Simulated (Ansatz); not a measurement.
OH (SMILES [OH+]): geometry of the low-spin state from B3LYP-D3(BJ)/def2-TZVP.
(charge 1, multiplicity 1):
| atom | x (Å) | y (Å) | z (Å) |
|---|---|---|---|
| O | 0.0000 | 0.0000 | -0.1156 |
| H | 0.0000 | 0.0000 | 0.9250 |
The high-spin state stands at its own minimum; R- takes a restricted low-spin state.

Run with Ansatz (Gaussian basis) for Hartree–Fock, density functionals and correlated methods. Values without a source in brackets are computed.

The gap E(multiplicity 1) − E(multiplicity 3) (kcal/mol) and the share of exact exchange:

```tsv
functional	exact exchange (%)	value
R-PBE/def2-TZVPP	0	72.49
R-PBE0/def2-TZVPP	25	74.85
R-B3LYP/def2-TZVPP	20	69.25
R-BHLYP/def2-TZVPP	50	72.09
R-r2SCAN/def2-TZVPP	0	79.33
```

Q: Take the value as linear in the share of exact exchange along PBE and PBE0. Give the slope, say whether the sign turns, and set the other functionals against that line.

A: 
Slope: (74.85 − (72.49))/2.5 = 0.95 kcal/mol for each 10 %. The line keeps its sign from 0 to 100 %. At 50 % it gives 77.2 kcal/mol. From B3LYP to BHLYP the slope is (72.09 − (69.25))/3 = 0.95 for each 10 %. BHLYP, at 50 %, lies -5.1 from the PBE line. B3LYP, at 20 %, lies -5.1 from the PBE line. r2SCAN, with none, stands 6.8 from PBE.

Doubts at one or more of the structures used: a restricted determinant that unrestricted orbitals would lower (R-PBE/def2-TZVPP, R-PBE0/def2-TZVPP, R-B3LYP/def2-TZVPP, R-BHLYP/def2-TZVPP, R-r2SCAN/def2-TZVPP).

Ansatz is a quantum-chemistry and plane-wave program.
